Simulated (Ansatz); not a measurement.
Ideal-gas functions of CH3F2NbO (`[CH3][Nb](=[O])([F])[F]`) at 400 K and 1 bar, from an Ansatz frequency run at PBE0-D4/def2-TZVP.

Molar mass 161.94 g/mol, point group Cs (symmetry number 1), electronic degeneracy 1, moments of inertia 157.772, 162.562, 188.457 u Å². Harmonic wavenumbers (cm⁻¹, unscaled): 99, 153, 162, 184, 237, 266, 541, 555, 626, 695, 721, 1060, 1195, 1408, 1413, 3030, 3126, 3126.

Use S(trans) = R[1.5 ln M + 2.5 ln T − 1.1517]; rotational temperatures θ = 24.2544 K / I; S(rot) = R[ln(√π/σ · √(T³/θAθBθC)) + 1.5]; for each mode x = 1.438777 ν̃/T, S = R[x/(eˣ − 1) − ln(1 − e⁻ˣ)] and H = RT x/(eˣ − 1); 1 cm⁻¹ = 0.0119627 kJ/mol; R = 8.31446 J/(mol·K).

Question: By hand: the entropy, in J/(mol·K).

Answer: Translation 178.4. Rotation: θ = 0.1537, 0.1492, 0.1287 K, giving 116.2. Vibration, mode by mode: 16.94, 13.38, 12.92, 11.90, 9.89, 8.99, 3.98, 3.82, 3.13, 2.57, 2.39, 0.90, 0.61, 0.32, 0.32, 0.00, 0.00, 0.00, in all 92.1. Electronic 0.0. Sum 386.7 J/(mol·K).

Question: By hand: H − E and G − E in kJ/mol, counted from the electronic energy.

Answer: Zero-point energy ½ × 18597 × 0.0119627 = 111.2; thermal vibration 19.3; translation, rotation and pV give 4 RT = 13.3. H − E = 143.8 kJ/mol, and G − E = 143.8 − 400 × 386.7/1000 = -10.9 kJ/mol.

Vibration gives 24 % of the entropy, 16.9 J/(mol·K) of it from the mode under 150 cm⁻¹: soft modes count most, and the harmonic formula is weakest for them.
